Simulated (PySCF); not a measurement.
C₆H₁₆NSi, doublet, at a GFN2-xTB geometry. Base run: DF-PBE0/def2-SV(P) in PySCF.

Input for PySCF:
```python
from pyscf import gto, scf, dft

mol = gto.Mole()
mol.atom = '''
    C     1.940207   -0.132291    1.306525
    C     1.510494   -0.093841   -0.100610
    C     1.861489   -1.374939   -0.860278
    N     0.079274    0.211322   -0.200434
    Si   -0.436117    1.682676   -0.922295
    C    -0.807924   -0.656855    0.556273
    C    -1.761035   -1.410085   -0.373450
    C    -1.593700    0.105136    1.622954
    H     1.705551    0.695831    1.947471
    H     2.329518   -1.027933    1.750743
    H     2.013472    0.743699   -0.607936
    H     1.529162   -1.293483   -1.892199
    H     2.937701   -1.528187   -0.845974
    H     1.381991   -2.239172   -0.406917
    H     0.478256    1.929332   -2.039308
    H    -1.804331    1.521823   -1.413259
    H    -0.399093    2.839028   -0.010100
    H    -0.175450   -1.390515    1.071377
    H    -1.200112   -1.926593   -1.147821
    H    -2.450271   -0.719511   -0.850411
    H    -2.334832   -2.141280    0.191656
    H    -2.274210    0.813585    1.158010
    H    -2.170836   -0.588231    2.230934
    H    -0.912984    0.652134    2.270425
'''
mol.basis = 'def2-sv(p)'
mol.charge = 0
mol.spin = 1
mol.verbose = 4
mol.build()

mf = dft.UKS(mol)
mf.xc = 'pbe0'
mf = mf.density_fit(auxbasis='def2-universal-jkfit')
mf.kernel()
mf.analyze()
```

The base run was repeated with changes; each row names its change, and settings that it needs were set with it.

| change | ΔE vs base (mEh) | SCF cycles | <S^2> | outcome |
|---|---|---|---|---|
| base | 0.000 | 11 | 0.755 | converged |
| conv_tol = 1e-4 | 0.004 | 6 | 0.755 | converged |
| level_shift = 1.0 (with mf.max_cycle = 100) | 0.000 | 42 | 0.755 | converged |
| diis = off; damp = 0.6 (with mf.diis_start_cycle = 200; with mf.max_cycle = 150) | 0.000 | 28 | 0.755 | converged |
| level_shift = 0.1 (with mf.max_cycle = 100) | 0.000 | 14 | 0.755 | converged |
| init_guess = huckel | 0.000 | 13 | 0.755 | converged |
| init_guess = atom | 0.000 | 12 | 0.755 | converged |
| conv_tol = 1e-6 | 0.000 | 8 | 0.755 | converged |
| diis = off; damp = 0.3 (with mf.diis_start_cycle = 200; with mf.max_cycle = 150) | 0.000 | 54 | 0.755 | converged |
| diis_space = 12 | 0.000 | 11 | 0.755 | converged |
| level_shift = 0.3 (with mf.max_cycle = 100) | 0.000 | 20 | 0.755 | converged |
| DIIS = EDIIS | - | 50 | - | not converged |
| damp = 0.5; diis_start_cycle = 5 | 0.000 | 12 | 0.755 | converged |

Open shells are given as the SCF converged; they aren't shown to be the lowest states, and a large step between rows can be another state.
